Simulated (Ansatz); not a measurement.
```yaml
crystal:
  periodic: [false, false, false]
  atoms:
    - {symbol: Si, position_ang: [-0.728908, 1.094494, -1.035611]}
    - {symbol: Si, position_ang: [0.365618, -0.695379, 0.090154]}
    - {symbol: Te, position_ang: [1.394980, 0.071804, 2.276472]}
    - {symbol: H, position_ang: [-1.404255, 0.550968, -2.370457]}
    - {symbol: H, position_ang: [0.435048, 1.884260, -1.402882]}
    - {symbol: H, position_ang: [-1.880405, 1.624249, -0.140752]}
    - {symbol: H, position_ang: [-1.048672, -1.682329, 0.538151]}
    - {symbol: H, position_ang: [1.149104, -1.527337, -0.755698]}
    - {symbol: H, position_ang: [1.876784, -1.422770, 2.661263]}
basis:
  gaussian: {orbitals: STO-3G}
total_charge: 1
magnetization: {spin_polarized: true, initial_magnetization: 1}
hamiltonian: {xc: {name: r2SCAN}}
output: {forces: true}
```

```sh
$ ansatz run in.yaml --threads 2 --pin off --events-out ev --progress --plain --max-ram 4352MiB
```

Output, abridged:

```
Functional definition: r2SCAN
553 factors; integrals over basis functions are off by at most 4.1e-5 eV
mean field evaluation 1: about -193879.8912 eV, gradient 1.1e1 eV
mean field evaluation 2: about -193879.3140 eV, gradient 1.1e1 eV
mean field evaluation 4: about -193880.8505 eV, gradient 1.1e0 eV
mean field evaluation 8: about -193880.7793 eV, gradient 9.1e-2 eV
mean field evaluation 16: about -193880.7795 eV, gradient 4.4e-5 eV
mean field -193880.77948238 eV, -7124.9872288650 hartree, gradient 4.4e-5 eV, S^2 0.756820; 1 other end points of the search recorded, 0 dependent functions left out
reference -193880.77949038 eV, -7124.9872291590 hartree; 43, 42 occupied and 8, 9 virtual orbitals, 553 factors
Total energy: -193880.77949038 eV, -7124.9872291590 hartree
Atom 0 at    -0.728908     1.094494    -1.035611 Å, force    -1.897148    -1.522273    -0.994016 eV/Å
Atom 1 at     0.365618    -0.695379     0.090154 Å, force    -5.412148    -0.286407    -0.167624 eV/Å
Atom 2 at     1.394980     0.071804     2.276472 Å, force    -0.412617     0.609496    -0.247784 eV/Å
Atom 3 at    -1.404255     0.550968    -2.370457 Å, force     1.330637     0.735708     2.432627 eV/Å
Atom 4 at     0.435048     1.884260    -1.402882 Å, force    -0.408119     0.532934     0.213493 eV/Å
Atom 5 at    -1.880405     1.624249    -0.140752 Å, force     1.983105    -0.406211    -1.078930 eV/Å
Atom 6 at    -1.048672    -1.682329     0.538151 Å, force     3.205940     2.005869    -0.561417 eV/Å
Atom 7 at     1.149104    -1.527337    -0.755698 Å, force     0.983222    -0.650846     0.057321 eV/Å
Atom 8 at     1.876784    -1.422770     2.661263 Å, force     0.627128    -1.018271     0.346331 eV/Å
Dipole moment:    -0.021079    -0.428246    -0.223930 e Å
```

Hardware: 2 threads of an Arm Neoverse V1 on a shared host. Wall time 4.9 s, peak host memory 0.4 GiB.
